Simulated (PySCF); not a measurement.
## NMR data sheet: C7H9BF3N

| Item | Value |
| --- | --- |
| Formula | C7H9BF3N |
| SMILES | FC(F)(F)C[BH2-][n+]1ccccc1 |
| Point group of the computed structure | C1 |
| Carbon signals | 5 |
| Proton signals | 5 |

Structure with atom numbers: `[F:1][C:2]([F:3])([F:4])[CH2:5][BH2-:6][n+:7]1[cH:8][cH:9][cH:10][cH:11][cH:12]1` (H(Xn): hydrogen on atom n).

PySCF 2.14 calculation with geometry: PBE0-D3(BJ)/def2-SVP, J: B3LYP/pcJ-1 (spin–dipole term only in couplings to heteroatoms) and GIAO KT2/pcSseg-2 shieldings; rapidly exchanging positions averaged, relativity neglected, isolated molecule, one conformer.

Scale: TMS for ¹H and ¹³C; CFCl3 for ¹⁹F; ¹¹B vs BF3·OEt2; ¹⁵N against NH3 (reference shieldings calculated alike).

| carbon | δC, type | δH (multiplicity, J in Hz) | HMBC from (abs. J ≥ 3 Hz) | span of the C tensor (ppm) |
| --- | --- | --- | --- | --- |
| C2 | 140.7, C | – | H(B6), H(C5) | 20 |
| C5 | 32.9, CH2 | 1.53 (q, 14.0) | – | 27 |
| C8/C12 | 146.8, CH | 8.76 (dd, 6.7, 1.3) | H(C8)/H(C12), H(C10), H(C9)/H(C11), H(B6) | 198 |
| C9/C11 | 123.9, CH | 7.26 (dd, 8.5, 6.7) | H(C8)/H(C12), H(C9)/H(C11) | 217 |
| C10 | 135.6, CH | 7.63 (tt, 8.5, 1.3) | H(C8)/H(C12) | 241 |

Other nuclei:
```csv
atoms,nucleus,environment,δ (ppm),σ (ppm)
H(B6),¹H,"hydrogen on a boron bonded to C, N",3.26,27.91
F1/F3/F4,¹⁹F,fluorine of a CF3 group,-91.8,228.2
B6,¹¹B,"boron bonded to C, N, 2 H",-10.3,108.6
N7,¹⁵N,donor nitrogen of a Lewis adduct,279.3,-19.2
```

Selected couplings (Hz, signed; the shortest-range and largest first, 30 at most; isotopes ¹⁹F, ¹³C, ¹H, ¹¹B, ¹⁵N): ¹J(F1,C2) -338.9, ¹J(C8,H(C8)) 196.6, ¹J(C9,H(C9)) 176.4, ¹J(C10,H(C10)) 173.3, ¹J(C5,H(C5)) 126.2, ¹J(B6,H(B6)) 111.2, ¹J(C5,B6) 45.0, ¹J(B6,N7) -7.2, ²J(F1,C5) 26.4, ²J(B6,H(C5)) -5.2, ²J(N7,H(C8)) -4.6, ²J(C2,B6) -2.6, ²J(B6,C8) 1.8, ³J(F1,H(C5)) 14.0, ³J(H(C9),H(C10)) 8.5, ³J(H(C8),H(C9)) 6.7, ³J(H(C5),H(B6)) 6.6, ³J(F1,B6) 5.3, ³J(N7,H(C9)) -3.1, ³J(N7,H(C5)) -2.7, ³J(B6,H(C8)) 2.6, ³J(B6,C9) 1.6, ⁴J(F1,H(B6)) 1.6, ⁴J(H(C8),H(C10)) 1.3.

1. δC 146.8: aromatic CH next to a ring nitrogen; the adjacent ring nitrogen, though it donates into the ring, and the other ring atoms leave it deshielded.
2. δC 140.7: CF3 carbon; 3 electronegative neighbours deshield it.
3. δC 135.6, 123.9: aromatic CH.
4. δH 8.76: hydrogen on an aromatic CH next to a ring nitrogen; ring current plus the neighbouring ring nitrogen.
5. δH 7.63, 7.26: hydrogen on an aromatic CH; the ring current deshields protons in the ring plane.
6. The protons at 7.26 and 7.63 share a coupling of 8.5 Hz (vicinal, an ortho-type coupling).
7. The protons at 8.76 and 7.26 share a coupling of 6.7 Hz (vicinal, an ortho-type coupling).
8. The protons at 1.53 and 3.26 share a coupling of 6.6 Hz (vicinal).

Hydrogens on boron are broadened and split by ¹¹B (spin 3/2, 80 %) and 10B (spin 3). A carbon bonded to boron is broadened by the quadrupolar boron nucleus and is often missing from a measured spectrum. C–F couplings over four or more bonds (about 3 Hz to the para carbon of a fluoroarene) are left out. Common functionals overestimate the size of one-bond C–F couplings by tens of Hz; these are unscaled. Splittings below 1 Hz are ignored in the labels, and close J values are merged. Couplings among chemically equivalent protons are left out too, so labels in AA′BB′ or AA′XX′ sets are apparent multiplicities. Unscaled 3J(H,H) at this level run about 10 % above measured values. Shifts are as computed. Against solution values, carbons near 30 ppm lie about +3 ppm off and those near 130 ppm about -1 ppm. Of 1313 compounds with measured shifts, 239 miss one by over three times the rms of a fit or turn the order of signals round; such compounds aren't used in these exercises. Unscaled 19F shifts against computed CFCl3 carry errors that often reach 10 to 50 ppm. Experimental scales use liquid or dissolved standards, which lie at an offset from isolated NH3 (liquid NH3: subtract about 20 ppm). Unscaled 15N shifts of sp2 nitrogen come out 20 to 40 ppm too high even then. Across freely rotating sp3–sp3 bonds, 3J(H,H) is taken as (2 J gauche + J anti)/3 from the one conformer, which assumes equal rotamer populations.
